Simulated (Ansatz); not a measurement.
Sr5O6⁻. The state is a doublet with charge -1. Geometry PBE-D4/def2-SVP; atoms count from 1.

```xyz
11

Sr    0.7004    0.8653   -1.4121
Sr   -1.9305    0.9635    0.8938
Sr   -1.5492   -1.8827   -1.0003
Sr    1.7745    2.8784    1.1964
Sr    0.6116   -1.3403    1.5175
O     0.8499   -1.5046   -0.9102
O     0.4230    0.9985    1.1145
O     1.8791    2.7842   -0.9596
O     0.5986   -2.8814   -0.3613
O    -1.6908   -1.3061    1.2415
O    -1.6666    0.4251   -1.3202
```

In the def2 sets Sr takes a core potential; there is no spin–orbit coupling. The structure holds one bond between oxygen atoms, so isomers without such links may lie far lower. The highest occupied level of the relaxed charge -1 doublet lies above zero (up to 0.16 eV). By energy differences its removal costs 0.66 eV (each at its own geometry, to the charge 0 singlet, at PBE0-D4/def2-TZVP); self-interaction error and the lack of diffuse functions both raise the level. The structure comes from a short search, and lower isomers may exist.

Estimate the Mulliken populations from the PBE0/def2-TZVP orbitals of Ansatz.


```json
{"atom": "Sr1", "charge (e)": "0.60", "spin (α − β)": "0.56"}
{"atom": "Sr2", "charge (e)": "1.29", "spin (α − β)": "-0.01"}
{"atom": "Sr3", "charge (e)": "0.84", "spin (α − β)": "0.30"}
{"atom": "Sr4", "charge (e)": "1.24", "spin (α − β)": "0.06"}
{"atom": "Sr5", "charge (e)": "1.22", "spin (α − β)": "0.09"}
{"atom": "O6", "charge (e)": "-0.74", "spin (α − β)": "0.00"}
{"atom": "O7", "charge (e)": "-1.32", "spin (α − β)": "0.00"}
{"atom": "O8", "charge (e)": "-1.10", "spin (α − β)": "0.01"}
{"atom": "O9", "charge (e)": "-0.65", "spin (α − β)": "0.00"}
{"atom": "O10", "charge (e)": "-1.18", "spin (α − β)": "0.00"}
{"atom": "O11", "charge (e)": "-1.18", "spin (α − β)": "0.00"}
```
Mulliken values and Mayer orders depend strongly on the basis.

Where does the spin sit?

Summed by element: Sr 0.99, O 0.01, of 1 unpaired in all. Largest on single atoms: Sr1 0.56, Sr3 0.30, Sr5 0.09.

And the Mayer bond orders between bonded heavy atoms (over 0.3)?

Sr1–Sr3 0.32 (3.58 Å); Sr1–O8 0.68 (2.30 Å); Sr1–O11 0.37 (2.41 Å); Sr2–O10 0.46 (2.31 Å); Sr2–O11 0.55 (2.29 Å); Sr3–O10 0.48 (2.32 Å); Sr3–O11 0.49 (2.33 Å); Sr4–O7 0.31 (2.32 Å); Sr4–O8 0.87 (2.16 Å); Sr5–O9 0.30 (2.43 Å); Sr5–O10 0.49 (2.32 Å); O6–O9 0.78 (1.50 Å).
